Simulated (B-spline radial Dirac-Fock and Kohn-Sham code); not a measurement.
## Binding energies of Zr⁵⁺ at several levels of theory

System: zirconium as Zr⁵⁺, configuration [Ar] 3d10 4s2 4p5.

The density-functional columns are spherical, spin-unpolarised Dirac-Kohn-Sham results without Breit or QED terms: −ε is minus the orbital energy of the initial state and ΔSCF the difference of two total energies. The reference in the last column comes from relaxed Dirac-Fock hole states (ΔSCF) with Breit and QED corrections and a finite nucleus. All numbers are from a radial finite-basis atomic code, in eV; a selection of levels is shown. For the 1s level of heavy atoms much of the gap between ΔSCF and the reference is the Breit and QED part, -46.4 eV here; for other levels the error of the functional can be larger.

```tsv
level	PBE −ε	PBE ΔSCF	LDA −ε	LDA ΔSCF	Dirac-Fock
K	17880.6	18142.1	17854.7	18115.4	18074.6
L1	2531.9	2579.3	2529.0	2576.5	2615.2
L2	2323.1	2380.8	2322.2	2380.0	2385.5
M1	467.2	486.3	466.2	485.3	509.5
M2	389.5	408.7	389.1	408.4	423.3
M4	238.8	258.3	239.1	258.7	257.7
M5	236.3	255.7	236.6	256.0	255.3
N1	112.6	121.8	112.8	122.0	124.1
N2,3	89.26	97.76	89.43	97.96	96.54
```

Q: Order the estimates of the K (1s) level by their distance from the Dirac-Fock value, nearest first.
A. PBE −ε
B. PBE ΔSCF
C. LDA −ε
D. LDA ΔSCF

A: D (40.8 eV), B (67.5 eV), A (194.0 eV), C (219.9 eV).

Values without a named source are computed, but for edge energies of neutral atoms, which are taken from tables.
